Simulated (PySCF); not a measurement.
## `CCSC(C)(C)C`, C₆H₁₄S

Geometry:
```
atom   x (Å)   y (Å)   z (Å)
  C1   3.171  -0.326   0.500
  C2   1.769  -0.541  -0.043
  S3   0.663   0.711   0.665
  C4  -0.978   0.317  -0.084
  C5  -1.913   1.369   0.510
  C6  -0.925   0.456  -1.602
  C7  -1.434  -1.081   0.322
  H8   3.189  -0.414   1.597
  H9   3.863  -1.075   0.087
 H10   3.549   0.673   0.236
 H11   1.769  -0.460  -1.141
 H12   1.408  -1.549   0.220
 H13  -1.585   2.385   0.243
 H14  -1.947   1.295   1.607
 H15  -2.934   1.224   0.122
 H16  -0.262  -0.294  -2.058
 H17  -1.930   0.309  -2.031
 H18  -0.566   1.455  -1.892
 H19  -2.453  -1.271  -0.055
 H20  -0.781  -1.861  -0.096
 H21  -1.442  -1.188   1.416
```

Computed with PySCF 2.14.0, quadratic response CAM-B3LYP/aug-cc-pVDZ first hyperpolarisability, Taylor convention, gas phase. Geometry: PBE0-D3(BJ)/def2-SVP.

Problem. What is the first hyperpolarisability, and how does it disperse?

Solution. In au, Taylor convention; the vector part is βᵢ = ⅓ Σⱼ (βᵢⱼⱼ + βⱼᵢⱼ + βⱼⱼᵢ); β∥ is 3/5 of the vector part along the dipole, the dipole points from − to +:
| process | λ (nm) | β vector norm | β∥ | β HRS | depolarisation ratio |
| --- | --- | --- | --- | --- | --- |
| static β(0;0,0) | ∞ | 96.6 | 51.1 | 53.0 | 2.75 |
| second harmonic β(−2ω;ω,ω) | 1907 | 102.5 | 54.4 | 56.0 | 2.76 |
| Pockels β(−ω;ω,0) | 1907 | 98.5 | 52.2 | – | – |
| second harmonic β(−2ω;ω,ω) | 1064 | 117.8 | 63.1 | 63.8 | 2.78 |
| Pockels β(−ω;ω,0) | 1064 | 103.0 | 54.7 | – | – |

Problem. Which lowest excitations, dipole and polarisabilities go with it?

Solution. S1 5.41 eV (f = 0.002); S2 5.71 eV (f = 0.022); S3 6.16 eV (f = 0.012); dipole 1.64 D; isotropic α 98.8 au static, 99.0 au at 1907 nm, 99.6 au at 1064 nm, 99.8 au at 953.5 nm, 102.1 au at 532 nm.
